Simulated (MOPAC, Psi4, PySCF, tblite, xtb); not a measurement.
Dimer H10Si4 ··· C2H4 (SMILES [SiH3][SiH]([SiH3])[SiH3] and C=C) at R = 4.57 Å between the centres of mass, closest contact 2.73 Å (lowest of the rigid-body minima from ten starts at GFN2-xTB). Geometry in Å and degrees:

```
Si
H 1 1.4965
Si 1 2.3514 2 109.60
H 3 1.4930 1 110.80 2 -60.61
H 3 1.4930 4 108.89 1 -122.12
H 3 1.4932 4 108.67 5 -118.22
Si 1 2.3514 2 109.59 3 -120.00
H 7 1.4930 1 110.80 2 -60.21
H 7 1.4930 8 108.89 1 -122.11
H 7 1.4932 8 108.68 9 -118.22
Si 1 2.3514 2 109.60 7 -120.01
H 11 1.4930 1 110.80 2 -59.98
H 11 1.4930 12 108.89 1 -122.12
H 11 1.4932 12 108.68 13 -118.22
H 5 2.7322 3 110.08 4 105.84
C 15 1.0833 5 164.00 3 -122.54
C 16 1.3246 15 121.73 5 160.68
H 17 1.0833 16 121.74 15 0.00
H 16 1.0833 15 116.54 17 180.00
H 17 1.0833 18 116.53 16 180.00
```

Methods: GFN2-xTB (tblite); SAPT0/jun-cc-pVDZ, frozen core (Psi4); PBE/def2-TZVP, counterpoise-corrected (Psi4); PBE-D3(BJ)/def2-TZVP, counterpoise-corrected (Psi4); wB97M-V/def2-TZVP, counterpoise-corrected (Psi4); HF/aug-cc-pVDZ, counterpoise-corrected (Psi4); MP2/aug-cc-pVDZ = DF-MP2/aug-cc-pVDZ, frozen core, counterpoise-corrected (Psi4); SCS-MP2/aug-cc-pVDZ = Psi4 with DF-SCS-MP2/aug-cc-pVDZ, frozen core, counterpoise-corrected; PM3, restricted, heats of formation (MOPAC); AM1, restricted, heats of formation (MOPAC); GFN1-xTB (xtb); RKS-B3LYP/6-31G* = restricted B3LYP/6-31G*, spherical d, no counterpoise correction (PySCF); RHF/LANL2DZ = restricted Hartree-Fock/LANL2DZ, with its core potentials past Ne, no counterpoise correction in PySCF 2.14.0; RKS-BP86/6-31G* = restricted BP86/6-31G*, spherical d, no counterpoise correction (PySCF); RKS-M06-2X/6-31G* = restricted M06-2X/6-31G*, spherical d, no counterpoise correction in PySCF.

**Question.** What interaction energy does each level give?

**Answer.** 
```
method                E_int / kcal/mol
--------------------  ----------------
GFN1-xTB                         -2.60
GFN2-xTB                         -2.16
RKS-M06-2X/6-31G*                -1.93
PBE-D3(BJ)/def2-TZVP             -1.91
wB97M-V/def2-TZVP                -1.41
MP2/aug-cc-pVDZ                  -1.22
PM3                              -0.61
SCS-MP2/aug-cc-pVDZ              -0.50
SAPT0/jun-cc-pVDZ                -0.43
PBE/def2-TZVP                     0.18
RKS-B3LYP/6-31G*                  0.63
AM1                               1.01
RKS-BP86/6-31G*                   1.04
RHF/LANL2DZ                       1.70
HF/aug-cc-pVDZ                    1.98
```
